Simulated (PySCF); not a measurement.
Input of a run (PBE0-D3(BJ)/def2-SVP geometry optimisation, gas phase (PySCF 2.14.0)), started from a GFN2-xTB structure with every atom displaced at random (by about 0.01 Å):
```
{"job": {"xc": "PBE0", "basis": "def2-SVP", "d3": "d3bj", "grid": 1, "shake": 0.01, "kind": "geom"}, "charge": 0, "multiplicity": 1}
Ge    -1.944650    -0.189820     0.090730
C     -0.045400    -0.278490    -0.183690
C      0.889670     0.636250     0.329270
C      2.218440     0.315270    -0.016190
Se     2.180540    -1.219710    -1.056680
N      0.402950    -1.263000    -0.902470
H     -2.266360    -0.139810     1.549520
H     -2.617160    -1.317900    -0.560570
H     -2.491340     1.115950    -0.473380
H      0.630950     1.485710     0.951420
H      3.080490     0.829720     0.256370
```

Output (energies in Eh, forces in Eh/bohr):
```
step   0  E = -4649.17323720  max force = 0.066413
step   1  E = -4649.18033730  max force = 0.009938
step   2  E = -4649.18115206  max force = 0.003415
step   3  E = -4649.18129406  max force = 0.002682
step   4  E = -4649.18132538  max force = 0.002278
step   5  E = -4649.18136059  max force = 0.000505
step   6  E = -4649.18136203  max force = 0.000523
step   7  E = -4649.18136660  max force = 0.000117
optimisation converged
```

Q: Summarise the run.

A: The energy falls by 21.3 kJ/mol over 8 energy and gradient evaluations, the largest force component goes from 0.0664 to 1.2e-04 Eh/bohr, and the atoms move by 0.064 Å rms after alignment. The bond that changes most is Ge1–H8 (ends: germanium bonded to C and 3 H; Ge–H hydrogen), which lengthens by 0.066 Å. Bonds longer at the end by more than 0.005 Å: 9 of 11; shorter: 2. Among the angles that change most is H7–Ge1–H9, from 104.8° to 108.3°. The energy never rose by more than 1e-6 Eh on the way. The first step brought 87 % of the lowering.

Q: What are the final bond lengths?

A: Ge1–C2 1.959 Å, C2–C3 1.437 Å, C3–C4 1.366 Å, C4–Se5 1.844 Å, Se5–N6 1.815 Å, C2–N6 1.310 Å, Ge1–H7 1.541 Å, Ge1–H8 1.532 Å, Ge1–H9 1.540 Å, C3–H10 1.092 Å, C4–H11 1.091 Å. Numbering counts from 1 in the input's order; the species is `[GeH3][c]1cc[se]n1`.

The run used 145 basis functions and 58 SCF cycles in all.

Stationary, but not proved a minimum.
